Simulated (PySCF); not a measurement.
HOSi (SMILES O=[SiH]), doublet, geometry from GFN2-xTB; DF-BLYP/6-31G** (PySCF).

Here is a job for PySCF.
```python
from pyscf import gto, scf, dft

mol = gto.M(
    atom='''
O     0.935165   -0.417181   -0.004275
Si   -0.411307    0.264718    0.008311
H    -1.723023   -0.368613   -0.082152
''',
    basis='6-31g**',
    charge=0,
    spin=1,
    verbose=4,
)

mf = dft.UKS(mol)
mf.xc = 'blyp'
mf = mf.density_fit(auxbasis='def2-universal-jkfit')
mf.kernel()
```

What does PySCF print? Leave out banner, timings and long lists.


```
PySCF version 2.14.0

[INPUT] verbose = 4
[INPUT] num. atoms = 3
[INPUT] num. electrons = 23
[INPUT] charge = 0
[INPUT] spin (= nelec alpha-beta = 2S) = 1
[INPUT] symmetry False subgroup None
[INPUT] Mole.unit = angstrom
[INPUT] Symbol           X                Y                Z      unit          X                Y                Z       unit  Magmom
[INPUT]  1 O      0.935165000000  -0.417181000000  -0.004275000000 AA    1.767205731279  -0.788357834372  -0.008078579183 Bohr   0.0
[INPUT]  2 Si    -0.411307000000   0.264718000000   0.008311000000 AA   -0.777257583116   0.500244520243   0.015705513821 Bohr   0.0
[INPUT]  3 H     -1.723023000000  -0.368613000000  -0.082152000000 AA   -3.256041576326  -0.696577615954  -0.155244780585 Bohr   0.0

nuclear repulsion = 45.935169057371
number of shells = 17
number of NR pGTOs = 85
number of NR cGTOs = 37
basis = 6-31g**
ecp = {}

******** <class 'pyscf.df.df_jk.DFUKS'> ********
method = DFUKS
initial guess = minao
damping factor = 0
level_shift factor = 0
DIIS = <class 'pyscf.scf.diis.CDIIS'>
diis_start_cycle = 1
diis_space = 8
diis_damp = 0
SCF conv_tol = 1e-09
SCF conv_tol_grad = None
SCF max_cycles = 50
direct_scf = False
number electrons alpha = 12  beta = 11
XC library pyscf.dft.libxc version 7.1.2
    S. Lehtola, C. Steigemann, M. J. T. Oliveira, and M. A. L. Marques,  SoftwareX 7, 1–5 (2018)
XC functionals = blyp
    A. D. Becke,  Phys. Rev. A 38, 3098 (1988)
    C. Lee, W. Yang, and R. G. Parr,  Phys. Rev. B 37, 785 (1988)
    B. Miehlich, A. Savin, H. Stoll, and H. Preuss,  Chem. Phys. Lett. 157, 200 (1989)
radial grids:
    Treutler-Ahlrichs [JCP 102, 346 (1995); DOI:10.1063/1.469408] (M4) radial grids

becke partition: Becke, JCP 88, 2547 (1988); DOI:10.1063/1.454033
pruning grids: <function nwchem_prune>
grids dens level: 3
symmetrized grids: False
atomic radii adjust function: <function treutler_atomic_radii_adjust>
small_rho_cutoff = 0
Set gradient conv threshold to 3.16228e-05
tot grids = 43072
init E= -365.326863157283

cycle= 1 E= -364.928636227335  delta_E= 0.398  |g|= 0.805  |ddm|= 1.38
cycle= 2 E= -359.735848609644  delta_E= 5.19  |g|= 2.56  |ddm|= 4.27
cycle= 3 E= -365.216534513194  delta_E= -5.48  |g|= 0.113  |ddm|= 4.08
cycle= 4 E= -365.217946930747  delta_E= -0.00141  |g|= 0.151  |ddm|= 0.437
cycle= 5 E= -365.23006982957  delta_E= -0.0121  |g|= 0.0687  |ddm|= 0.139
cycle= 6 E= -365.232028135008  delta_E= -0.00196  |g|= 0.0279  |ddm|= 0.038
cycle= 7 E= -365.232414098558  delta_E= -0.000386  |g|= 0.00349  |ddm|= 0.026
cycle= 8 E= -365.232421050852  delta_E= -6.95e-06  |g|= 0.000608  |ddm|= 0.0038
cycle= 9 E= -365.232421248088  delta_E= -1.97e-07  |g|= 0.000111  |ddm|= 0.00065
cycle= 10 E= -365.232421255454  delta_E= -7.37e-09  |g|= 1.54e-05  |ddm|= 0.000121
cycle= 11 E= -365.23242125576  delta_E= -3.07e-10  |g|= 3.97e-06  |ddm|= 3.56e-05
Extra cycle  E= -365.232421255751  delta_E= 8.98e-12  |g|= 8.82e-06  |ddm|= 1.26e-05
converged SCF energy = -365.232421255751  <S^2> = 0.75246733  2S+1 = 2.0024658
```
